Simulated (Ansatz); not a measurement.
Molecule: cyclopenta-1,4-dien-1-ylsilane, C₅H₈Si, charge 0, multiplicity 1. 
Coordinates optimised at B3LYP-D3(BJ)/def2-TZVP (Ansatz, a first-principles code):
```
C
C 1 1.3512
H 2 1.0806 1 126.23
C 1 1.4766 2 107.65 3 -180.00
C 4 1.3423 1 110.02 2 0.00
H 5 1.0798 4 126.76 1 180.00
H 4 1.0813 5 125.81 6 0.00
C 5 1.4992 6 124.08 4 180.00
H 8 1.0969 5 112.24 6 -59.58
H 8 1.0969 9 105.91 2 122.07
Si 1 1.8579 2 125.78 3 0.00
H 11 1.4814 1 109.23 2 0.00
H 11 1.4839 12 109.20 1 121.38
H 11 1.4839 12 109.20 13 117.23
```

Property: atomisation energy (electronic, to ground-state atoms), in kcal/mol. Valence correlation only, unless marked. Open shells are spin-unrestricted. Spin-orbit coupling is left out. Non-relativistic. The coupled-cluster limit lacks core correlation, which all-electron functionals hold. Basis-set limits of correlation are two-point, X^-3; Hartree-Fock from the larger set. [CCSD(T)-MP2]/basis is that difference in the basis named.

```json
[
 {"level": "revPBE/def2-TZVPD", "program": "Ansatz", "atomisation energy (kcal/mol)": "1368.0", "minus last row": "-21.8"},
 {"level": "B3LYP-D3(BJ)/def2-TZVPD", "program": "Ansatz + dftd3", "atomisation energy (kcal/mol)": "1392.5", "minus last row": "2.7"},
 {"level": "PBE0/def2-QZVPP", "program": "Ansatz", "atomisation energy (kcal/mol)": "1398.7", "minus last row": "8.9"},
 {"level": "BHLYP-D3(BJ)/def2-TZVPD", "program": "Ansatz + dftd3", "atomisation energy (kcal/mol)": "1358.7", "minus last row": "-31.1"},
 {"level": "r2SCAN0/def2-TZVPD", "program": "Ansatz", "atomisation energy (kcal/mol)": "1377.7", "minus last row": "-12.1"},
 {"level": "B2PLYP-D3(BJ)/def2-TZVPD", "program": "Ansatz + dftd3", "atomisation energy (kcal/mol)": "1381.1", "minus last row": "-8.7"},
 {"level": "MP2/6-31G*", "program": "Ansatz", "atomisation energy (kcal/mol)": "1294.7", "minus last row": "-95.1"},
 {"level": "MP2/CBS(cc-pV(T+d)Z,cc-pV(Q+d)Z)", "program": "Ansatz", "atomisation energy (kcal/mol)": "1413.5", "minus last row": "23.7"},
 {"level": "SCS-MP2/aug-cc-pV(D+d)Z", "program": "Ansatz", "atomisation energy (kcal/mol)": "1311.8", "minus last row": "-78.0"},
 {"level": "SCS-MP2/cc-pV(D+d)Z", "program": "Ansatz", "atomisation energy (kcal/mol)": "1301.6", "minus last row": "-88.2"},
 {"level": "SCS-MP2/cc-pV(Q+d)Z", "program": "Ansatz", "atomisation energy (kcal/mol)": "1393.5", "minus last row": "3.7"},
 {"level": "CCSD/cc-pV(D+d)Z", "program": "Ansatz", "atomisation energy (kcal/mol)": "1274.1", "minus last row": "-115.7"},
 {"level": "CCSD(T)/cc-pVTZ", "program": "Ansatz", "atomisation energy (kcal/mol)": "1354.3", "minus last row": "-35.5"},
 {"level": "RI-MP2/CBS(cc-pV(T+d)Z,cc-pV(Q+d)Z)+[CCSD(T)-MP2]/cc-pV(T+d)Z", "program": "Ansatz", "atomisation energy (kcal/mol)": "1390.3", "minus last row": "0.5"},
 {"level": "CCSD(T)/CBS(cc-pV(T+d)Z,cc-pV(Q+d)Z)", "program": "Ansatz", "atomisation energy (kcal/mol)": "1389.8", "minus last row": "0.0"}
]
```

The Hartree-Fock reference is unstable (checked in the largest basis), which strains HF and MP2.
